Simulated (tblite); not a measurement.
Record of a relaxation.

Compound: C6H5N2 (doublet state).
SMILES with atom numbers: `[N:1]=[CH:2][c:3]1[cH:4][cH:5][n:6][cH:7][cH:8]1` (hydrogens: H9 on C2; H10 on C4; H11 on C5; H12 on C7; H13 on C8)
Bond orders are those of one Lewis drawing.

Computed with GFN2-xTB (tblite), gas phase: L-BFGS steps from a force-field or distance-geometry start until the largest atomic force falls under 0.01 eV/Å. 5 of its 23 geometries are shown.

Step 0: E = -573.1533 eV, largest atomic force 8.627 eV/Å
```
atom  x, y, z in Å  |  force x, y, z in eV/Å
N1      2.938    1.040    0.361   -4.832  -6.800  -2.201
C2      2.097   -0.101   -0.005    4.854   6.070   2.090
C3      0.649   -0.026    0.006    0.854   0.252  -0.056
C4     -0.079   -1.154   -0.358   -0.316  -0.286   0.097
C5     -1.460   -1.079   -0.342   -0.965   0.983   0.109
N6     -2.147    0.042   -0.030    1.848   0.072   0.098
C7     -1.412    1.132    0.306   -0.717  -1.137  -0.284
C8     -0.024    1.154    0.345   -0.705  -0.254  -0.084
H9      2.609   -1.050   -0.266   -0.352   0.862   0.206
H10     0.407   -2.091   -0.613   -0.061   0.242   0.021
H11    -2.077   -1.934   -0.617    0.146   0.225   0.106
H12    -1.995    2.010    0.565    0.075  -0.125  -0.068
H13     0.488    2.057    0.630    0.173  -0.105  -0.033
```

Step 6: E = -574.5864 eV, largest atomic force 0.109 eV/Å
```
atom  x, y, z in Å  |  force x, y, z in eV/Å
N1      2.868    0.918    0.320    0.064   0.008   0.004
C2      2.148   -0.026    0.027    0.048  -0.013  -0.005
C3      0.660   -0.019    0.003   -0.052  -0.001   0.019
C4     -0.073   -1.147   -0.346    0.009  -0.013  -0.010
C5     -1.459   -1.058   -0.344   -0.009  -0.005   0.005
N6     -2.115    0.041   -0.029   -0.001   0.010  -0.001
C7     -1.419    1.111    0.305   -0.036   0.007   0.003
C8     -0.034    1.139    0.340   -0.018   0.030   0.009
H9      2.583   -0.999   -0.254   -0.108   0.017   0.003
H10     0.404   -2.076   -0.612    0.055  -0.017  -0.010
H11    -2.068   -1.912   -0.608    0.015   0.005  -0.001
H12    -1.992    1.993    0.558   -0.025  -0.017  -0.003
H13     0.491    2.037    0.623    0.057  -0.009  -0.013
```

Step 11: E = -574.5890 eV, largest atomic force 0.039 eV/Å
```
atom  x, y, z in Å  |  force x, y, z in eV/Å
N1      2.881    0.913    0.319    0.001  -0.011  -0.003
C2      2.147   -0.021    0.029   -0.025  -0.024  -0.004
C3      0.657   -0.016    0.007   -0.001   0.022  -0.003
C4     -0.070   -1.147   -0.346    0.002   0.015   0.011
C5     -1.456   -1.059   -0.344    0.012  -0.005  -0.003
N6     -2.114    0.040   -0.029    0.023  -0.016   0.002
C7     -1.422    1.112    0.305    0.010   0.009   0.003
C8     -0.037    1.143    0.341    0.005  -0.001   0.003
H9      2.558   -1.000   -0.255    0.001  -0.029  -0.009
H10     0.415   -2.075   -0.614   -0.005   0.037   0.010
H11    -2.066   -1.912   -0.609    0.009  -0.009  -0.006
H12    -2.001    1.990    0.557   -0.009  -0.003  -0.002
H13     0.503    2.033    0.619   -0.023   0.017   0.002
```

Step 16: E = -574.5899 eV, largest atomic force 0.044 eV/Å
```
atom  x, y, z in Å  |  force x, y, z in eV/Å
N1      2.885    0.903    0.316    0.011  -0.021  -0.004
C2      2.144   -0.027    0.028    0.017   0.009  -0.003
C3      0.656   -0.010    0.008    0.021  -0.007   0.007
C4     -0.068   -1.142   -0.343    0.002  -0.003  -0.010
C5     -1.453   -1.060   -0.344   -0.006   0.015   0.007
N6     -2.111    0.037   -0.028   -0.043   0.010   0.000
C7     -1.423    1.113    0.306   -0.007  -0.008   0.000
C8     -0.037    1.149    0.343   -0.005   0.001  -0.008
H9      2.547   -1.010   -0.258   -0.003   0.004   0.004
H10     0.422   -2.065   -0.612    0.019  -0.024  -0.004
H11    -2.060   -1.915   -0.611    0.007   0.003   0.002
H12    -2.008    1.987    0.556    0.002   0.003   0.003
H13     0.500    2.041    0.620   -0.015   0.018   0.006
```

Step 22: E = -574.5902 eV, largest atomic force 0.009 eV/Å
```
atom  x, y, z in Å  |  force x, y, z in eV/Å
N1      2.892    0.896    0.315    0.005   0.000   0.000
C2      2.146   -0.029    0.028    0.003  -0.001   0.002
C3      0.658   -0.008    0.009   -0.007   0.005  -0.003
C4     -0.066   -1.140   -0.343   -0.002   0.001   0.002
C5     -1.452   -1.059   -0.344    0.001  -0.004  -0.001
N6     -2.113    0.037   -0.028    0.005  -0.002  -0.003
C7     -1.425    1.112    0.306   -0.001  -0.003  -0.001
C8     -0.039    1.149    0.343   -0.004   0.006   0.002
H9      2.544   -1.014   -0.259    0.001   0.001   0.000
H10     0.425   -2.064   -0.611   -0.007   0.000   0.000
H11    -2.056   -1.915   -0.611   -0.001   0.001   0.001
H12    -2.009    1.988    0.557    0.004  -0.006   0.000
H13     0.492    2.046    0.620    0.002   0.001   0.000
```

**Question.** Summarise the path.

**Answer.** The energy falls by 1.4369 eV from step 0 to step 22; nine tenths of that is first reached at step 1. It falls at every step. The largest force goes from 8.627 to 0.009 eV/Å. Among the bonds N1=C2 changes most, from 1.465 to 1.223 Å; the atoms move by 0.059 Å rms after alignment.

What follows is the cost of the whole relaxation. On Intel Xeon at 2.50 GHz, one thread (shared host), this took 0.34 s of wall time.
